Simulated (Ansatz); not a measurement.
A structure relaxed at PBE0-D4/def2-TZVP, charge 0, multiplicity 1:

```xyz
15

C     1.633    0.727    0.738
N     0.319    0.178    0.550
C    -0.525    0.333    1.704
In   -0.352   -0.505   -1.216
N    -2.190   -1.277   -1.524
O     0.938   -0.659   -2.721
H     2.157    0.241    1.576
H     1.610    1.807    0.958
H     2.252    0.590   -0.153
H    -1.507   -0.117    1.541
H    -0.087   -0.157    2.589
H    -0.683    1.391    1.970
H    -2.943   -0.823   -1.026
H    -2.448   -1.343   -2.499
H     1.828   -0.386   -2.488
```

Question: Give its formula and SMILES.

Answer: C2H9InN2O, `C[N](C)[In]([NH2])[OH]`.

Question: Point group (tolerance 0.08 Å, 0.16 Å for H)?

Answer: C1.

Question: Summarise the bond lengths by kind.

Answer: 2 × C–N 1.437 to 1.438 Å; 6 × C–H 1.093 to 1.102 Å; 2 × In–N 2.010 to 2.017 Å; 1 × In–O 1.988 Å; 2 × H–N 1.011 Å; 1 × H–O 0.959 Å.

Computed with Ansatz.
